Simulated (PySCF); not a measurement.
```xyz
5
charge 0 multiplicity 3, angstrom
Pd    0.0000    0.0000    0.0000
F     1.8534    0.0000    0.0000
F     0.0000    1.8254    0.0000
F    -1.8534    0.0000    0.0000
F     0.0000   -1.8254    0.0000
```

Level of theory: UPBE0 in PySCF with Pd def2-SVP with ECP28, F def2-SVP; scalar-relativistic core potentials, no spin–orbit coupling; density-fitted integrals.

This geometry of PdF4 is a stationary point at this level.

(1) What is the point group?

(2) Is it a minimum?

(3) List the harmonic modes with their infrared intensities.

(4) Give the ideal-gas entropy at 298.15 K and 1 bar by parts.

## Answers

(1) D2h.

(2) Yes: all harmonic wavenumbers are real, though the softest, 30 cm⁻¹, leaves little margin.

(3) 
```tsv
symmetry	ω (cm⁻¹)	IR (km/mol)
b3u	30	3.8
b2u	184	8.4
b3u	230	16.3
b1u	247	13.3
b3g	250	0.0
ag	570	0.0
ag	623	0.0
b1u	688	62.5
b2u	707	63.9
```

(4) translation 173.8, rotation 100.4, vibration 62.7, spin 9.1; total 346.1 J/(mol K).

Other isomers or separated fragments may lie lower. Other spin states or occupations of the open shell can lie lower.
